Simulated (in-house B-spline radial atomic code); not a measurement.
Atomic self-consistent-field run: Cr5+. Method: Dirac-Kohn-Sham PW91, spherical fractional occupations, Fermi nucleus of rms radius 3.6452 fm. Calculated with an all-electron radial atomic-structure program (B-spline basis).

Command:
```bash
python run_scf.py task.json out
```
Settings (nuclear radius in fm, mass in u):
```
Z                24
configuration    [Ar] 3d1
hamiltonian      dirac
method           pw91,pw91
spin_polarised   False
nucleus          fermi
rms_radius       3.6452
atomic_mass      51.9405
speed_of_light   137.035999084
```

Output (hartree, bohr):
```
 radial grid: 66 intervals, B-splines of order 8, outer radius 12.1053 bohr

 iter        energy (Eh)    residual
    1       -1036.881914    5.85e-01
    2       -1043.089382    2.81e-01
    3       -1044.417400    8.64e-02
    4       -1044.548726    2.43e-02
    5       -1044.557598    1.11e-02
    6       -1044.560160    4.67e-04
    7       -1044.560164    2.47e-05
    8       -1044.560164    1.55e-07

 total energy                     -1044.56016
 kinetic                            1057.0630
 electron-nucleus                  -2434.1783
 Hartree                             378.9872
 exchange-correlation                -46.4320

 first-order corrections (not in the total)
   Gaunt                             0.3915
   retardation                      -0.0338
   frequency dependence             -0.0008
   self-energy                       0.2581
   Uehling                          -0.0209
   Wichmann-Kroll                    0.0001
   recoil                            0.0087

 orbital      occ     eigenvalue          <r>       <r^2>       <1/r>       r_max    small
 1s1/2      2.000      -219.2938    0.0635584  0.00543288      23.881      0.0416  7.42e-03
 2s1/2      2.000       -27.7810      0.29287    0.101382     5.06802      0.2436  1.33e-03
 2p1/2      2.000       -24.0799     0.257851   0.0819236     5.00707      0.1962  1.31e-03
 2p3/2      4.000       -23.7622     0.260703   0.0836073     4.93138      0.1985  1.29e-03
 3s1/2      2.000        -5.6928     0.860877    0.849111     1.64503      0.7618  3.09e-04
 3p1/2      2.000        -4.6332     0.889744    0.921228     1.54255      0.7694  2.80e-04
 3p3/2      4.000        -4.5897     0.896493    0.934982     1.52679      0.7754  2.77e-04
 3d3/2      0.400        -2.9158     0.953126      1.0974     1.30609      0.7366  2.08e-04
 3d5/2      0.600        -2.9105     0.955076     1.10164     1.30287      0.7382  2.08e-04
```

Cost of the run: 1.6 s on 1 thread of Arm Neoverse N1, with other jobs on the host.

For the Dirac Hamiltonian the kinetic term is c α·p + (β - 1)c².
